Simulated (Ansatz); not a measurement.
Br₂GaH₂N (`[NH2][Ga]([Br])[Br]`), relaxed with RKS PBE-D4/def2-SVP in the Gaussian-basis code of Ansatz from a rough embedded geometry. The force threshold is 0.03 eV/Å; the program also tests the step.

Charge 0, multiplicity 1.

Start:

```xyz
6

N    -0.796   -0.411   -0.035
Ga    0.735    0.373    0.576
Br   -0.093    1.219    2.036
Br    2.104    0.357   -1.476
H    -0.602   -1.419   -0.170
H    -1.346   -0.119   -0.932
```

| step | energy (eV) | largest force (eV/Å) | largest move (Å) |
| --- | --- | --- | --- |
| 1 | -193937.6910 | 11.620 | 0.000 |
| 2 | -193940.2083 | 1.912 | 0.194 |
| 3 | -193940.8398 | 0.798 | 0.198 |
| 4 | -193941.1238 | 0.405 | 0.196 |
| 5 | -193941.2400 | 0.334 | 0.195 |
| 6 | -193941.2696 | 0.242 | 0.136 |
| 7 | -193941.3016 | 0.260 | 0.162 |
| 8 | -193941.3373 | 0.855 | 0.195 |
| 9 | -193941.4297 | 0.613 | 0.199 |
| 10 | -193941.5045 | 0.449 | 0.200 |
| 11 | -193941.5476 | 0.301 | 0.200 |
| 12 | -193941.5607 | 0.055 | 0.156 |
| 13 | -193941.5613 | 0.028 | 0.026 |

End:

```xyz
6

N    -0.808   -0.693   -0.306
Ga    0.530    0.400    0.234
Br    0.197    1.843    1.984
Br    2.593    0.253   -0.757
H    -0.741   -1.240   -1.166
H    -1.770   -0.563    0.011
```

It took 19 s on 4 threads of an Arm Neoverse V1 on a shared host, with 0.2 GiB of host memory at the peak.
